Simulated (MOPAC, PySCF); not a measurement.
H$_{2}$BFO$_{2}$, SMILES `OB(O)F` (H–O–B–F torsion 0°, F–B–O–H torsion 0°), neutral singlet in the gas phase. 

Z-matrix (Å, degrees):
```
B
F 1 1.3485
O 1 1.3556 2 120.38
H 3 0.9621 1 112.47 2 0.00
O 1 1.3556 2 120.38 3 180.00
H 5 0.9621 1 112.47 2 0.00
```
Charge 0, spin multiplicity 1.

All levels are single points at this geometry (r2SCAN-D4/def2-TZVP); Pople sets use spherical d functions. Orbital energies aren't observables, and empty levels follow the basis.

PM7 in MOPAC gives HOMO (eV) = -12.08.

Question: Estimate the HOMO (eV) from each of these levels: PBE-D3(BJ)/def2-TZVP in PySCF; r2SCAN-D4/def2-TZVP in PySCF; B3LYP/3-21G in PySCF; B3LYP/6-31G* in PySCF; BP86/6-31G* in PySCF; M06-2X/6-31G* in PySCF; PBE/6-31G* in PySCF; SVWN5/6-31G* in PySCF; HF/3-21G in PySCF; HF/6-31G* in PySCF; AM1 in MOPAC; PM3 in MOPAC.

Answer: 
```json
[
 {"level": "PBE-D3(BJ)/def2-TZVP in PySCF", "HOMO (eV)": "-7.90"},
 {"level": "r2SCAN-D4/def2-TZVP in PySCF", "HOMO (eV)": "-8.31"},
 {"level": "B3LYP/3-21G in PySCF", "HOMO (eV)": "-8.40"},
 {"level": "B3LYP/6-31G* in PySCF", "HOMO (eV)": "-8.81"},
 {"level": "BP86/6-31G* in PySCF", "HOMO (eV)": "-7.41"},
 {"level": "M06-2X/6-31G* in PySCF", "HOMO (eV)": "-10.91"},
 {"level": "PBE/6-31G* in PySCF", "HOMO (eV)": "-7.29"},
 {"level": "SVWN5/6-31G* in PySCF", "HOMO (eV)": "-7.45"},
 {"level": "HF/3-21G in PySCF", "HOMO (eV)": "-13.63"},
 {"level": "HF/6-31G* in PySCF", "HOMO (eV)": "-13.88"},
 {"level": "AM1 in MOPAC", "HOMO (eV)": "-12.90"},
 {"level": "PM3 in MOPAC", "HOMO (eV)": "-12.82"}
]
```
